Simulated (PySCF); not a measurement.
Record of a relaxation.

Compound: C₄H₅FSSi.
Bonds: F1–C2, C2–C3 (aromatic), C3–C4 (aromatic), C4–C5 (aromatic), C5–Si6, C5–S7 (aromatic), C2–S7 (aromatic). Hydrogens: H8 on C3; H9 on C4; H10, H11, H12 on Si6.

Computed by this run: PBE0-D3(BJ)/def2-SVP geometry optimisation, gas phase (PySCF 2.14.0); density fitting, grid level 1; the optimiser is geomeTRIC in internal coordinates, started from a GFN2-xTB structure with every atom displaced at random (about 0.01 Å). The frame can shift and turn from step to step; on so coarse a grid that alone can change the energy by a few meV, and forces under 0.02 eV/Å are noise.

Step 0: E = -25632.9436 eV, largest atomic force 2.898 eV/Å
```
atom  x, y, z in Å  |  force x, y, z in eV/Å
F1     -3.142    1.195   -0.752   -0.659   0.536  -0.263
C2     -2.008    0.646   -0.426    0.402   0.078  -0.050
C3     -1.855   -0.576    0.126    2.854   0.502   0.018
C4     -0.433   -0.844    0.343   -2.737  -0.563   0.074
C5      0.375    0.143   -0.056    1.633   1.330  -0.383
Si6     2.247    0.224    0.045   -0.911  -0.234   0.325
S7     -0.509    1.486   -0.703   -0.416  -0.046  -0.069
H8     -2.628   -1.231    0.373   -1.470  -1.114   0.398
H9     -0.112   -1.758    0.800    0.414  -0.644   0.274
H10     2.782    0.379   -1.296    0.443   0.109  -0.706
H11     2.676   -1.048    0.647    0.212  -0.319   0.144
H12     2.647    1.357    0.889    0.235   0.365   0.237
```

Step 1: E = -25633.1147 eV, largest atomic force 0.501 eV/Å
```
atom  x, y, z in Å  |  force x, y, z in eV/Å
F1     -2.963    1.501   -0.720    0.205  -0.163   0.085
C2     -1.812    0.930   -0.407   -0.061   0.151  -0.088
C3     -1.617   -0.293    0.169   -0.421  -0.267   0.054
C4     -0.234   -0.557    0.346    0.227   0.221  -0.002
C5      0.602    0.460   -0.084   -0.206  -0.282   0.051
Si6     2.466    0.482   -0.010    0.079   0.115  -0.051
S7     -0.336    1.765   -0.735    0.003   0.037   0.012
H8     -2.442   -0.969    0.439    0.285   0.240  -0.076
H9      0.148   -1.475    0.799   -0.013   0.013  -0.036
H10     3.072    0.636   -1.370   -0.046  -0.022   0.038
H11     2.911   -0.811    0.588   -0.041  -0.010   0.008
H12     2.958    1.620    0.828   -0.009  -0.033   0.003
```

Step 2: E = -25633.1191 eV, largest atomic force 0.215 eV/Å
```
atom  x, y, z in Å  |  force x, y, z in eV/Å
F1     -2.959    1.482   -0.718    0.055   0.054  -0.022
C2     -1.802    0.931   -0.409   -0.215   0.004  -0.005
C3     -1.619   -0.294    0.166    0.094   0.034  -0.025
C4     -0.233   -0.549    0.349    0.106  -0.024   0.024
C5      0.601    0.463   -0.082   -0.049  -0.108   0.053
Si6     2.464    0.483   -0.010    0.029   0.032  -0.003
S7     -0.331    1.774   -0.728   -0.057  -0.008  -0.014
H8     -2.438   -0.963    0.433    0.043   0.048  -0.009
H9      0.150   -1.468    0.797    0.010  -0.012  -0.010
H10     3.062    0.630   -1.372   -0.010  -0.006   0.001
H11     2.892   -0.815    0.587   -0.007  -0.006   0.006
H12     2.963    1.614    0.830    0.001  -0.008   0.005
```

Step 3: E = -25633.1194 eV, largest atomic force 0.157 eV/Å
```
atom  x, y, z in Å  |  force x, y, z in eV/Å
F1     -2.956    1.493   -0.724   -0.042  -0.011   0.004
C2     -1.807    0.932   -0.411    0.071  -0.033   0.026
C3     -1.612   -0.290    0.164    0.011  -0.002   0.004
C4     -0.227   -0.554    0.352   -0.102   0.072  -0.058
C5      0.599    0.459   -0.080    0.091   0.062  -0.004
Si6     2.462    0.485   -0.009    0.002  -0.004   0.009
S7     -0.335    1.771   -0.727    0.071   0.011  -0.015
H8     -2.427   -0.956    0.432   -0.119  -0.095   0.040
H9      0.155   -1.475    0.795   -0.009  -0.004   0.002
H10     3.055    0.627   -1.372    0.013   0.002  -0.016
H11     2.883   -0.816    0.590    0.010  -0.002   0.003
H12     2.963    1.613    0.832    0.005   0.004   0.004
```

Step 4: E = -25633.1207 eV, largest atomic force 0.051 eV/Å
```
atom  x, y, z in Å  |  force x, y, z in eV/Å
F1     -2.956    1.493   -0.723   -0.008  -0.005   0.003
C2     -1.807    0.932   -0.411    0.020  -0.005   0.009
C3     -1.617   -0.292    0.165    0.022   0.016  -0.005
C4     -0.231   -0.552    0.350   -0.021  -0.002  -0.015
C5      0.601    0.458   -0.080    0.005   0.025   0.004
Si6     2.464    0.485   -0.009   -0.003  -0.011   0.008
S7     -0.332    1.770   -0.727    0.015   0.019  -0.018
H8     -2.433   -0.959    0.434   -0.037  -0.032   0.015
H9      0.151   -1.474    0.794   -0.004  -0.006   0.003
H10     3.059    0.628   -1.372    0.005   0.002  -0.007
H11     2.888   -0.815    0.590    0.006  -0.001   0.002
H12     2.965    1.614    0.832    0.000   0.002   0.002
```

Step 5: E = -25633.1208 eV, largest atomic force 0.024 eV/Å
```
atom  x, y, z in Å  |  force x, y, z in eV/Å
F1     -2.957    1.493   -0.719    0.007   0.006  -0.004
C2     -1.805    0.933   -0.410   -0.023  -0.006   0.000
C3     -1.617   -0.291    0.164   -0.008  -0.006  -0.002
C4     -0.231   -0.552    0.347    0.008   0.021  -0.002
C5      0.601    0.460   -0.082    0.012  -0.020   0.001
Si6     2.464    0.483   -0.008    0.000   0.003  -0.004
S7     -0.331    1.771   -0.732   -0.004  -0.010   0.013
H8     -2.435   -0.958    0.436    0.009   0.011  -0.004
H9      0.150   -1.474    0.791    0.000   0.003  -0.001
H10     3.062    0.626   -1.370    0.001  -0.001   0.001
H11     2.889   -0.816    0.593   -0.001   0.000   0.000
H12     2.963    1.613    0.834    0.000  -0.001   0.001
```

Step 6: E = -25633.1208 eV, largest atomic force under 0.02 eV/Å
```
atom  x, y, z in Å  |  force x, y, z in eV/Å
F1     -2.956    1.496   -0.722    0.002   0.000   0.001
C2     -1.806    0.934   -0.411   -0.001   0.002  -0.001
C3     -1.618   -0.290    0.164   -0.004   0.000  -0.002
C4     -0.232   -0.552    0.348    0.004  -0.001   0.002
C5      0.601    0.458   -0.081   -0.003  -0.002  -0.001
Si6     2.465    0.482   -0.008   -0.001  -0.001  -0.001
S7     -0.331    1.771   -0.730    0.000   0.002   0.000
H8     -2.436   -0.957    0.435    0.003   0.003  -0.001
H9      0.148   -1.475    0.791   -0.001  -0.001   0.000
H10     3.062    0.625   -1.370    0.000  -0.001   0.001
H11     2.889   -0.817    0.593    0.000   0.000   0.000
H12     2.964    1.612    0.834    0.000  -0.001   0.000
```

Problem. Summarise the path.

Solution. The energy falls by 4.09 kcal/mol from step 0 to step 6; nine tenths of that is first reached at step 1. It falls at every step. The largest force goes from 2.898 to under 0.02 eV/Å. Among the bonds C3–H8 changes most, from 1.043 to 1.090 Å; the atoms move by 0.043 Å rms after alignment.

Problem. Follow the three bonds and two angles with the largest change from start to end.

Solution. 
| step | E above end (kcal/mol) | largest force (eV/Å) | C3–H8 (Å) | Si6–H10 (Å) | C4–C5 (Å) | Si6–C5–S7 (°) | C5–C4–H9 (°) |
| --- | --- | --- | --- | --- | --- | --- | --- |
| 0 | 4.09 | 2.898 | 1.043 | 1.452 | 1.336 | 119.7 | 125.3 |
| 1 | 0.14 | 0.501 | 1.101 | 1.498 | 1.385 | 123.2 | 122.4 |
| 2 | 0.04 | 0.215 | 1.091 | 1.495 | 1.380 | 122.9 | 122.2 |
| 3 | 0.03 | 0.157 | 1.086 | 1.493 | 1.377 | 122.8 | 122.5 |
| 4 | 0.00 | 0.051 | 1.088 | 1.494 | 1.378 | 122.8 | 122.4 |
| 5 | 0.00 | 0.024 | 1.090 | 1.494 | 1.379 | 122.8 | 122.4 |
| 6 | 0.00 | under 0.02 | 1.090 | 1.494 | 1.378 | 122.8 | 122.4 |

The cost below is that of the whole optimisation. On Intel Xeon Platinum 8259CL at 2.50 GHz, one thread, shared host with 96 logical CPUs at a one-minute load of 45, this took 61 s of wall time and 0.56 GiB of memory at its peak.
